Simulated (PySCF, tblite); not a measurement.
Isomers of C4H2F5 (doublet state), one GFN2-xTB conformer each. Single-point energies are computed at B3LYP/pcH-1 (PySCF, gas phase, no added dispersion term), electronic only. GFN2-xTB treats the open shell by occupation alone, and not every SCF solution was tested for stability.

```json
{"SMILES": "F[C]1C[C@@]1(F)C(F)(F)F", "GFN2-xTB relative energy (kJ/mol)": "0.0"}
{"SMILES": "F[C@@H]1[CH][C@]1(F)C(F)(F)F", "GFN2-xTB relative energy (kJ/mol)": "18.9"}
```

**Question.** What does B3LYP/pcH-1 give for the same structures?

**Answer.** 
```csv
SMILES,B3LYP/pcH-1 E (Eh),B3LYP/pcH-1 (kJ/mol),GFN2-xTB (kJ/mol),point group
F[C]1C[C@@]1(F)C(F)(F)F,-652.74982,0.0,0.0,C1
F[C@@H]1[CH][C@]1(F)C(F)(F)F,-652.74493,12.8,18.9,C1
```

Both levels put the same isomer lowest. Neighbours under 21 kJ/mol apart (F[C]1C[C@@]1(F)C(F)(F)F and F[C@@H]1[CH][C@]1(F)C(F)(F)F) can change places with a better method, another conformer or zero-point energy.

**Question.** What happens when harmonic zero-point energies from GFN2-xTB frequencies are added?

**Answer.** 
```csv
SMILES,ZPE (kJ/mol),electronic (kJ/mol),with ZPE (kJ/mol)
F[C]1C[C@@]1(F)C(F)(F)F,143.3,0.0,0.0
F[C@@H]1[CH][C@]1(F)C(F)(F)F,140.2,12.8,9.8
```

The zero-point energies span 3.1 kJ/mol. The order is unchanged.
